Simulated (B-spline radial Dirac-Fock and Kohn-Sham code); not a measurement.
Binding energies of W³⁵⁺ at several levels of theory

System: W³⁵⁺, configuration [Kr] 4d3.

The density-functional columns are spherical, spin-unpolarised Dirac-Kohn-Sham results without Breit or QED terms: −ε is minus the orbital energy of the initial state and ΔSCF the difference of two total energies. The reference in the last column comes from Dirac-Fock (average of configuration) total-energy differences with a finite nucleus, the Breit interaction including its frequency dependence, and self-energy and vacuum-polarisation corrections. All numbers are from a radial atomic solver, in eV; a selection of levels is shown. For the 1s level of heavy atoms much of the gap between ΔSCF and the reference is the Breit and QED part, -350.6 eV here; for other levels the error of the functional can be larger.

| level | LDA −ε | LDA ΔSCF | Dirac-Fock |
| --- | --- | --- | --- |
| K | 70764.6 | 71346.6 | 71009.5 |
| L1 | 13413.3 | 13541.8 | 13599.8 |
| L2 | 12897.4 | 13055.3 | 13036.5 |
| L3 | 11546.1 | 11685.6 | 11698.9 |
| M1 | 4173.3 | 4226.6 | 4279.1 |
| M2 | 3945.9 | 4001.8 | 4033.4 |
| M3 | 3647.4 | 3699.8 | 3733.3 |
| M4 | 3267.2 | 3326.8 | 3328.1 |
| M5 | 3201.9 | 3260.2 | 3264.1 |
| N1 | 1830.0 | 1857.8 | 1872.8 |
| N2 | 1732.9 | 1760.9 | 1761.1 |
| N3 | 1642.5 | 1669.1 | 1671.4 |
| N4,5 | 1473.1 | 1500.2 | 1497.1 |

Values without a named source are computed, but for edge energies of neutral atoms, which are taken from tables.
